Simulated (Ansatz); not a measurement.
K2S⁺. The state is a doublet with charge 1. Geometry PBE-D4/def2-TZVP.

```
atom    x (Å)    y (Å)    z (Å)
  K1   0.0682   2.9581   0.1037
  K2  -0.0618  -2.9583  -0.1063
  S3  -0.0063   0.0001   0.0026
```

At LDA (SPW92)/def2-TZVP an occupied level of the charge 1 doublet lies above an empty one (by up to 0.03 eV), so this SCF solution is probably not the lowest. At LDA (SPW92)/def2-TZVP the gap within one spin of the charge 1 doublet nearly closes, so an electron or hole may be smeared out by delocalisation error. The structure comes from a short search, and lower isomers may exist.

Problem. Estimate the α-spin orbital energies around the gap (eV) in Ansatz with LDA (SPW92)/def2-TZVP, r2SCAN-D4/def2-TZVP, PBE0-D4/def2-SVP, PBE0-D4/def2-TZVP, ωB97M-V/def2-TZVP.

Solution. 
| orbital | LDA (SPW92)/def2-TZVP | r2SCAN-D4/def2-TZVP | PBE0-D4/def2-SVP | PBE0-D4/def2-TZVP | ωB97M-V/def2-TZVP |
| --- | --- | --- | --- | --- | --- |
| HOMO−13 | -156.40 | -158.87 | -162.93 | -162.87 | -165.15 |
| HOMO−12 | -156.37 | -158.86 | -162.89 | -162.85 | -165.13 |
| HOMO−11 | -38.46 | -39.92 | -42.18 | -41.93 | -44.58 |
| HOMO−10 | -38.46 | -39.92 | -42.18 | -41.93 | -44.58 |
| HOMO−9 | -22.47 | -22.99 | -24.65 | -24.41 | -26.88 |
| HOMO−8 | -22.47 | -22.99 | -24.65 | -24.41 | -26.88 |
| HOMO−7 | -22.45 | -22.97 | -24.63 | -24.39 | -26.86 |
| HOMO−6 | -22.45 | -22.97 | -24.63 | -24.39 | -26.86 |
| HOMO−5 | -22.40 | -22.89 | -24.57 | -24.35 | -26.84 |
| HOMO−4 | -22.37 | -22.86 | -24.54 | -24.31 | -26.80 |
| HOMO−3 | -18.32 | -18.96 | -20.19 | -20.44 | -22.95 |
| HOMO−2 | -9.21 | -9.58 | -10.25 | -10.45 | -12.31 |
| HOMO−1 | -8.83 | -8.73 | -9.59 | -9.74 | -11.94 |
| HOMO | -8.22 | -8.19 | -8.93 | -9.15 | -11.38 |
| LUMO | -4.52 | -3.67 | -3.95 | -3.95 | -3.29 |
| LUMO+1 | -4.18 | -3.36 | -3.68 | -3.67 | -3.07 |
| LUMO+2 | -2.53 | -1.81 | -2.14 | -2.10 | -1.61 |
| LUMO+3 | -2.51 | -1.81 | -2.11 | -2.07 | -1.58 |
| LUMO+4 | -2.50 | -1.76 | -2.06 | -2.03 | -1.56 |
| LUMO+5 | -2.46 | -1.75 | -2.05 | -2.01 | -1.55 |
| β HOMO | -7.84 | -7.86 | -8.54 | -8.80 | -10.95 |
| β LUMO | -7.87 | -6.81 | -5.89 | -6.06 | -4.14 |
